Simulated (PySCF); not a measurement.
Er³⁹⁺ (erbium, charge +39) across methods

[Ar] 3d10 4s1, 2S determinant. Calculation: PySCF 2.14, in an uncontracted even-tempered set (17 s from 3.9 bohr⁻², ratio 2.5; 11 p from 5.1 bohr⁻², ratio 2.5; 8 d from 9 bohr⁻², ratio 2.5; 4 f from 24 bohr⁻², ratio 2.7; 4 g from 35 bohr⁻², ratio 2.7); the non-relativistic Hamiltonian (point nucleus).

| method | E (hartree) | mean ε 3d α (eV) | mean ε 3d β (eV) | mean ε 4s α (eV) | Σ⟨r²⟩ (bohr²) | ⟨S²⟩ |
| --- | --- | --- | --- | --- | --- | --- |
| PBEsol | -11559.33 | -3054.1 | -3053.1 | -1743.5 | 1.273 | 0.750 |
| r2SCAN | -11563.73 | -3060.6 | -3059.4 | -1743.3 | 1.273 | 0.750 |
| PBE | -11562.93 | -3054.6 | -3053.5 | -1744.2 | 1.273 | 0.750 |
| r2SCANh | -11563.77 | -3066.4 | -3065.2 | -1745.2 | 1.273 | 0.750 |
| LDA | -11555.39 | -3054.2 | -3053.2 | -1744.5 | 1.273 | 0.750 |
| PBE0 | -11563.23 | -3070.7 | -3069.6 | -1748.4 | 1.273 | 0.750 |

Task: Estimate the same row for UHF.

Result: E (hartree) = -11562.49590; mean ε 3d α (eV) = -3116.9; mean ε 3d β (eV) = -3115.7; mean ε 4s α (eV) = -1760.3; Σ⟨r²⟩ (bohr²) = 1.273; ⟨S²⟩ = 0.750.

A non-relativistic calculation at this Z misses sizeable relativistic shifts. Spin-orbit coupling, which splits the p, d and f shells strongly at this Z, is absent.
